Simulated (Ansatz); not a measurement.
Start from `C[O][In]([OH])[O][SiH3]` and change one element to get `COB(O)O[SiH3]`.

Ansatz, PBE0-D4/def2-TZVP geometries, multiplicity 1. Each molecule was computed in one conformer, which needn't be the lowest.

Elements past krypton have def2 core potentials.

| property | `C[O][In]([OH])[O][SiH3]` |
| --- | --- |
| HOMO energy (PBE/def2-TZVPP) / eV | -6.47 |
| HOMO energy (PBE0/def2-TZVPP) / eV | -8.01 |
| HOMO energy (ωB97M-V/def2-TZVPP) / eV | -10.42 |
| HOMO–LUMO gap (PBE0/def2-TZVPP) / eV | 5.88 |
| HOMO–LUMO gap (PBE/def2-TZVPP) / eV | 3.41 |
| LUMO energy (B3LYP/def2-TZVPP) / eV | -2.48 |

Problem. Give the same properties after the change, and the shifts. (An estimate is asked.)

Solution. Ansatz gave: 
```json
{"property": "HOMO energy (PBE/def2-TZVPP) / eV", "`COB(O)O[SiH3]`": "-7.14", "shift": "-0.67"}
{"property": "HOMO energy (PBE0/def2-TZVPP) / eV", "`COB(O)O[SiH3]`": "-8.67", "shift": "-0.66"}
{"property": "HOMO energy (ωB97M-V/def2-TZVPP) / eV", "`COB(O)O[SiH3]`": "-11.02", "shift": "-0.60"}
{"property": "HOMO–LUMO gap (PBE0/def2-TZVPP) / eV", "`COB(O)O[SiH3]`": "8.96", "shift": "3.08"}
{"property": "HOMO–LUMO gap (PBE/def2-TZVPP) / eV", "`COB(O)O[SiH3]`": "6.57", "shift": "3.16"}
{"property": "LUMO energy (B3LYP/def2-TZVPP) / eV", "`COB(O)O[SiH3]`": "0.00", "shift": "2.48"}
```

With PBE0 the HOMO falls by 0.66 eV and the LUMO rises by 2.43 eV, so the gap widens by about 3.09 eV. PBE moves the HOMO by -0.67 eV and ωB97M-V by -0.60 eV.

B3LYP here is the variant with VWN-RPA as its local correlation; programs differ in this.
